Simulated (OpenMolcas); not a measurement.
An atom or ion with 44 electrons was computed by XMS-CASPT2, IPEA 0.25 Eh, imaginary shift 0.1 Eh with spin-orbit coupling (OpenMolcas, ANO-RCC-VTZP, DKH2). The lowest levels that the run gave, each within 12 % of the measured value where one is at hand:

```csv
J,Parity,E (cm-1),g
4,even,0.0,1.249
3,even,3140,1.084
2,even,4590,0.708
2,even,10420,1.265
1,even,13670,1.501
0,even,13920,
2,even,14720,1.194
4,even,18310,1.002
0,even,42850,
```

Question: Which ion is it, and what are the configurations and terms?

Answer: Pd²⁺ (Z = 46, charge +2; active space 8 electrons in 10 orbitals (4d 5d)). J, parity and g give the terms where levels are pure, and mixed ones are named by the computed weights; the size of the splittings, set against known spectra of the 44-electron sequence, gives the charge. In order, with the measured energies in cm-1 (Moore, Atomic Energy Levels, vol. III, NSRDS-NBS 35 (1971 reprint of NBS Circular 467, 1958)): 4d8 3F4, 4d8 3F3 (3230), 4d8 3F2 (4687), 4d8 3P2 [58 %], 4d8 3P1 (13470), 4d8 3P0 (13699), 4d8 1D2 [55 %], 4d8 1G4 (17880), 4d8 1S0.

Term energies are means over components that CASPT2 splits; among the terms shown or strongly mixed into the levels shown the widest spread is 920 cm-1 (4d8 3F). Active for correlation alone: 5d; no level in the range computed is led by a configuration that fills it, so any true level of that kind is missing. Computed and measured levels are paired by configuration, term and J; levels that our copy of the source lacks, or whose pairing is in doubt (as where it misses far off the trend of its configuration), stay unpaired and out of the deviations. Levels of configurations outside the active space are missing.

A share in square brackets marks a mixed level and gives the weight of the term that names it.
